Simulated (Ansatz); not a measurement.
Compare A (`CN[AsH]C`) with its isomer B (`CC[AsH]N`).

Computed with Ansatz on PBE0-D4/def2-TZVP structures; ΔE is electronic, products minus reactants. CCSD(T)/CBS adds triple-zeta CCSD(T) − MP2 to the extrapolated MP2 energy (def2 sets, frozen cores). Functionals use def2-TZVPP. B3LYP here is the variant with VWN-RPA as its local correlation; programs differ in this. For As outer-core shells are correlated without core-valence functions, which leaves a few kJ/mol of doubt a bond. Scalar relativity is left out up to krypton. Each species was taken in one conformer, which may not be the lowest.

(1) Which is lower in electronic energy at CCSD(T)/CBS, and by how much? (Best estimate.)

(2) Give E(B) − E(A) in kcal/mol with B3LYP-D4, ωB97M-V, CCSD/def2-TZVPP, PBE0-D4, B3LYP, r2SCAN-D4, PBE-D4. (An estimate is asked.)

Largest T1 diagnostic: 0.010.

Results:

(1) The calculation gave: B, by 8.3 kcal/mol.

(2) Ansatz gave: B3LYP-D4 -7.1, ωB97M-V -7.8, CCSD/def2-TZVPP -7.9, PBE0-D4 -7.7, B3LYP -7.0, r2SCAN-D4 -7.7, PBE-D4 -7.4. None reverses the order clearly.

In def2-TZVPP, CCSD(T) changes the Hartree–Fock value by −0.9 kcal/mol (the triples alone add −0.0 kcal/mol) and MP2 by −1.3 kcal/mol.
